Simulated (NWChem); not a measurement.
Species: CH$_{4}$STe; SMILES S([TeH])C

```xyz
7

Te     0.0263     0.8501     0.0265
H      0.1865     1.0103    -1.6326
S     -0.6628    -1.4535     0.0045
C      0.9052    -2.3685     0.0186
H      1.4774    -2.2068    -0.9051
H      0.6233    -3.4312     0.0824
H      1.5184    -2.1096     0.8923
```
Atoms are numbered in this order, from 1.

All runs use the structure optimised with PBE0/def2-SVP. Not confirmed as a minimum by frequencies. def2 effective core potentials on Te; no spin-orbit coupling.

Problem. List the 4 lowest vertical singlet excitations from PBE0/def2-SVPD with def2 effective core potentials on Te, TDA (NWChem).

Solution. 
```tsv
state	energy (eV)	oscillator strength	leading excitation (squared amplitude)
S1	3.43	0.002	HOMO → LUMO (0.98)
S2	3.82	0.004	HOMO−1 → LUMO (0.99)
S3	4.79	0.011	HOMO → LUMO+1 (0.98)
S4	5.50	0.003	HOMO−1 → LUMO+1 (0.92)
```
